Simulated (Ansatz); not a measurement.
`NC#[C][SnH2][OH]` and `NC#[C][GeH3]` differ in one atom or group.

Ansatz, PBE0-D4/def2-TZVP geometries, multiplicity 1. Each molecule was computed in one conformer, which needn't be the lowest.

Elements past krypton have def2 core potentials. Scalar relativity is left out up to krypton.

```json
{"property": "HOMO energy (B3LYP/def2-TZVPP) / eV", "`NC#[C][SnH2][OH]`": "-6.50"}
{"property": "size of the dipole moment (ωB97M-V/def2-TZVPP) / D", "`NC#[C][SnH2][OH]`": "3.91"}
{"property": "HOMO energy (ωB97M-V/def2-TZVPP) / eV", "`NC#[C][SnH2][OH]`": "-8.92"}
{"property": "HOMO energy (PBE/def2-TZVPP) / eV", "`NC#[C][SnH2][OH]`": "-5.53"}
{"property": "LUMO energy (PBE0/def2-TZVPP) / eV", "`NC#[C][SnH2][OH]`": "-0.19"}
{"property": "size of the dipole moment (B3LYP/def2-TZVPP) / D", "`NC#[C][SnH2][OH]`": "3.96"}
```

Q: Give the same properties after the change, and the shifts. (An estimate is asked.)

A: Ansatz gave: 
| property | `NC#[C][GeH3]` | shift |
| --- | --- | --- |
| HOMO energy (B3LYP/def2-TZVPP) / eV | -6.27 | 0.23 |
| size of the dipole moment (ωB97M-V/def2-TZVPP) / D | 2.32 | -1.59 |
| HOMO energy (ωB97M-V/def2-TZVPP) / eV | -8.68 | 0.24 |
| HOMO energy (PBE/def2-TZVPP) / eV | -5.30 | 0.23 |
| LUMO energy (PBE0/def2-TZVPP) / eV | 0.52 | 0.71 |
| size of the dipole moment (B3LYP/def2-TZVPP) / D | 2.35 | -1.61 |

With PBE0 the HOMO rises by 0.23 eV and the LUMO rises by 0.71 eV, so the gap widens by about 0.48 eV. PBE moves the HOMO by 0.23 eV and ωB97M-V by 0.24 eV. Dipoles are sizes alone; their direction can turn.

B3LYP here is the variant with VWN-RPA as its local correlation; programs differ in this.
